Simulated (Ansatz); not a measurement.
`[O][SnH]([F])[Cl]` radical, 5 atoms. Total charge 0; spin multiplicity 2. Correlated methods include outer-core shells of Sn, which these sets cover unevenly. Sn takes the def2 core potential. All runs use 4 threads of a server CPU on a shared host. Correlated methods freeze the cores. Open-shell runs search over several starts.

Problem. How many basis functions does each run have, and how long does it take in Ansatz? direct RPA on PBE orbitals/def2-TZVPP energy; UHF-CCSD(T)/def2-TZVPP energy; UKS HSE06-D4/def2-TZVPP energy; UKS revPBE-D4/def2-TZVPP energy; UKS PBE0-D4/def2-SVP energy; UKS ωB97M-V/def2-SVP energy; UKS PBE-QIDH (frozen core)/def2-TZVPP energy; UKS ωB97M-V/def2-QZVPP energy; UKS B2PLYP (frozen core)/def2-TZVPP energy; UHF-CCSD(T)/def2-SVP energy; UKS PBE0-D4/def2-TZVP frequencies; UKS PBE0-D4/def2-TZVP relaxation (4 steps). (Best estimate.)

Solution. Ansatz gave: Other jobs shared the machine, so times are rough.

| level | job | functions | wall time | peak host memory (GiB) |
| --- | --- | --- | --- | --- |
| UKS PBE0-D4/def2-SVP | energy | 77 | 3 s | 0.28 |
| UKS revPBE-D4/def2-TZVPP | energy | 168 | 8.5 s | 0.44 |
| UHF-CCSD(T)/def2-SVP | energy | 77 | 9 s | 0.51 |
| UKS HSE06-D4/def2-TZVPP | energy | 168 | 9.5 s | 0.81 |
| direct RPA on PBE orbitals/def2-TZVPP | energy | 168 | 10 s | 0.5 |
| UKS ωB97M-V/def2-SVP | energy | 77 | 10 s | 0.44 |
| UKS B2PLYP (frozen core)/def2-TZVPP | energy | 168 | 18 s | 0.7 |
| UKS PBE-QIDH (frozen core)/def2-TZVPP | energy | 168 | 19 s | 0.65 |
| UKS ωB97M-V/def2-QZVPP | energy | 296 | 44 s | 1.8 |
| UKS PBE0-D4/def2-TZVP | relaxation (4 steps) | 155 | 46 s | 0.74 |
| UKS PBE0-D4/def2-TZVP | frequencies | 155 | 74 s | 0.73 |
| UHF-CCSD(T)/def2-TZVPP | energy | 168 | 2.6 min | 4.3 |

HSE06 is defined as in plane-wave codes.
